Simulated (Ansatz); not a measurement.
`[NH2][InH][Cl]` + `[CH3]`• → `[NH2][In][Cl]`• + CH₄ at 400 K and 1 bar (hydrogen abstraction from the In–H bond).

Calculated with Ansatz (gas phase, PBE0-D4/def2-TZVP geometries, no zero-point term in ΔE). CCSD(T)/CBS is the MP2 limit (def2-TZVPP, def2-QZVPP) plus CCSD(T) − MP2 in def2-TZVPP, frozen cores. This one scheme is used for every species. Open shells (•) are unrestricted, without spin–orbit coupling. def2 core potentials past Kr. For In outer-core shells are correlated without core-valence functions, which leaves a few kJ/mol of doubt a bond. Each species was taken in one conformer, which may not be the lowest.

```tsv
species	CCSD(T)/CBS energy (Eh)	H − E (kJ/mol)	S (J/(mol·K))
`[NH2][InH][Cl]`	-706.15182	109.9	346.4
`[CH3]`•	-39.78218	92.9	206.6
`[NH2][In][Cl]`•	-705.53246	89.3	343.0
CH₄	-40.46206	131.3	197.2
```

H − E and S are ideal-gas, rigid-rotor, harmonic terms from PBE0-D4/def2-TZVP, for one conformer and one mirror image of each species, with the whole ground term of open shells counted as degenerate. 1 Eh = 2625.50 kJ/mol, R = 8.31446 J/(mol·K).

By hand: ΔE, ΔH, ΔS and ΔG.

ΔE = (-705.53246) + (-40.46206) − (-706.15182) − (-39.78218) = -0.06052 Eh = -158.9 kJ/mol. Δ(H − E) = 89.3 + 131.3 − 109.9 − 92.9 = 17.8, so ΔH = -141.1 kJ/mol. ΔS = 343.0 + 197.2 − 346.4 − 206.6 = -12.8 J/(mol·K). ΔG = -141.1 − 400 × (-12.8)/1000 = -136.0 kJ/mol.

By hand: the equilibrium constant, and the temperature at which ΔG would vanish if ΔH and ΔS stayed fixed.

log₁₀ K = −ΔG/(RT ln 10) = 17.8. ΔG = 0 at ΔH/ΔS = 11023 K, far beyond where these terms or the molecules hold.

The number of gas molecules stays the same, so ΔS is small and ΔH decides. A doubt of 5 kJ/mol in ΔE shifts log₁₀ K by 0.7 here. Other conformers and mirror images would add mixing entropy, several J/(mol·K) or more a flexible species. These are equilibria of isolated gas molecules and say nothing of rates. Largest T1 diagnostic: 0.019 (customary marks: 0.02 for closed shells, 0.045 for open ones).
